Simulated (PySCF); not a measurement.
Threshold energies of ZnO in a plasma

r²SCAN in PySCF with def2-SVPD on every atom, for the lowest determinant that a PBE0 search found; no spin–orbit coupling.

| species | state (unpaired electrons) | Re (Å) | ωe (cm⁻¹) | energy of the minimum from the neutral (eV) | De (eV) | dissociates to |
| --- | --- | --- | --- | --- | --- | --- |
| ZnO | triplet (σ ↑, π ↑) | 1.851 | 556 | 0.00 | 2.20 | Zn + O |
| ZnO⁺ | doublet (π ↑) | 1.793 | 643 | 9.00 | 2.03 | Zn⁺ + O |
| ZnO⁻ | doublet (σ ↑) | 1.752 | 671 | -2.11 | 2.75 | Zn + O⁻ |

**Question.** Work out the lowest energy to break ZnO into atoms, from its vibrational ground state.

**Answer.** D0 = De − ωe/2 = 2.20 − 0.03 = 2.17 eV (r²SCAN/def2-SVPD).

**Question.** Work out the ionisation energy of the Zn atom at this level and the threshold of dissociative ionisation.

**Answer.** IE(Zn) = 9.00 + 2.03 − 2.20 = 8.83 eV, so Zn⁺ + O + e⁻ appears at D0 + IE(Zn) = 11.00 eV (r²SCAN/def2-SVPD). The measured IE(Zn) is 9.394 eV (NIST ASD).

**Question.** Work out the electron affinity of the O atom and the threshold of dissociative attachment.

**Answer.** EA(O) = 2.20 − 2.75 − (-2.11) = 1.56 eV, so Zn + O⁻ needs D0 − EA(O) = 0.61 eV (r²SCAN/def2-SVPD). The measured EA(O) is 1.461 eV.

**Question.** At which energy does ion-pair formation open?

**Answer.** Zn⁺ + O⁻ lies at D0 + IE(Zn) − EA(O) = 9.44 eV (r²SCAN/def2-SVPD).

These are thermodynamic thresholds; the onsets seen under electron impact lie higher where the geometry changes, and cross-sections peak well above them.

For an ion De counts to the pair picked by the measured ionisation energies or electron affinities, which need not be the lowest pair at this level. The highest Kohn–Sham level is positive in this anion. Much of that is self-interaction error, but it also means that the finite basis helps to hold the extra electron. States were picked by a PBE0 search and need not be the measured ground states.
